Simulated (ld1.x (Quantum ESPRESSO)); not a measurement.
**What one change does to a pseudopotential (As (Z = 33), TM semilocal)**

```json
{"Element": "arsenic (As)", "Generator": "ld1.x (Quantum ESPRESSO) 7.5", "Type": "norm-conserving Troullier–Martins (semilocal form)", "Functional": "LDA (PZ)", "Relativity": "scalar-relativistic", "Frozen core": "[Ar] 3d10", "Valence charge": "5", "Reference configuration": "4s2 4p3", "Partial waves": "4s (bound): rc 1.50 bohr; 4d channel at 0.3 Ry: rc 1.70 bohr; 4p (bound): rc 2.20 bohr", "Local potential": "the p channel", "Core correction": "none"}
```

Change: core correction a·sin(br)/r model core inside 1.30 bohr.

Cutoffs: the cutoffs (Ry, on a coarse ladder) from which the occupation-weighted sum of valence levels, in a spherical-Bessel basis at the reference potential, stays within 10 and 1 mRy of its value at 400 Ry; they do not see the model core or the augmentation charge, which bear on the density cutoff. Errors are all-electron minus pseudo energies relative to the spin-unpolarised reference configuration.

What does the change do?

The potential gets neither clearly harder nor softer (35 Ry and 50 Ry → 35 Ry and 50 Ry); of the 9 tests that both files solve, the error grows in 0 and shrinks in 5 by more than 15 % and 0.3 meV (median size 39.7 → 4.2 meV); neither file shows a bound ghost. Exchange and correlation are not linear in the density, so unscreening with the valence charge alone errs where core and valence overlap; a model core restores that term. A semilocal file is local in each channel, so a ghost entry of none says nothing of the separable form that plane-wave codes build from it. A model core, the more so a compact one, raises the density cutoff, which this test does not measure.

| quantity | base | changed |
| --- | --- | --- |
| cutoff, loose | 35 Ry | 35 Ry |
| cutoff, tight | 50 Ry | 50 Ry |
| bound ghosts | none | none |
| error for 4s2 4p2, meV [ΔE 9.33 eV] | +2.6 | -2.9 |
| error for 4s2 4p1, meV [ΔE 27.49 eV] | +22 | -22 |
| error for 4s2 4p0, meV [ΔE 55.53 eV] | +87 | -99 |
| error for 4s2 4p3.3, meV [ΔE -1.28 eV] | +0.3 | +0.2 |
| error for 4s0 4p5, meV [ΔE 19.21 eV] | +40 | -15 |
| error for 4s1 4p4, meV [ΔE 9.48 eV] | +8.6 | -4.2 |
| error for 4s1 4p0, meV [ΔE 106.64 eV] | +440 | -346 |
| error for 4s2 4p3 (spin-polarised), meV [ΔE -1.32 eV] | +173 | +2.9 |
| error for 4s2 4p2 (spin-polarised), meV [ΔE 8.60 eV] | +118 | -1.9 |
| s: phases at 2.39 bohr within 0.05 rad from the reference energy up to (Ry; the scan ends near 5) | 2.6 | 2.6 |
| p: phases at 2.39 bohr within 0.05 rad from the reference energy up to (Ry; the scan ends near 5) | 3.3 | 3.3 |
| d: phases at 2.39 bohr within 0.05 rad from the reference energy up to (Ry; the scan ends near 5) | 0.9 | 0.9 |
